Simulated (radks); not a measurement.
Ca+, 19 electrons, occupied as [Ar] 4s1.

Method: Dirac Kohn-Sham, PBEsol, spin-unpolarised, spherical densities, finite nucleus; Fermi nuclear charge, rms radius 3.4776 fm; computed with a radial shooting solver on a logarithmic mesh with Libxc functionals.

Energy parts (hartree):
part                       energy
total                  -679.23999
kinetic                 684.49033
electron-nucleus      -1610.21422
Hartree                 281.44298
exchange-correlation    -34.95909

Orbitals (lengths in bohr, moments of r in powers of bohr; r(max) is where P^2 peaks):
orbital  occ.  eigenvalue (hartree)   r(max)  small-component weight
1s1/2       2             -145.1789  0.05032                5.10e-03
2s1/2       2             -15.46036   0.3003                8.55e-04
2p1/2       2             -12.63675   0.2453                8.34e-04
2p3/2       4             -12.50151   0.2474                8.27e-04
3s1/2       2              -1.97955   0.9936                1.66e-04
3p1/2       2              -1.28945    1.044                1.39e-04
3p3/2       4              -1.27524    1.050                1.37e-04
4s1/2       1              -0.32863    3.159                2.23e-05

The highest occupied level is 4s1/2 at -8.942 eV. The electron density at the nucleus is 6146 e/bohr^3.
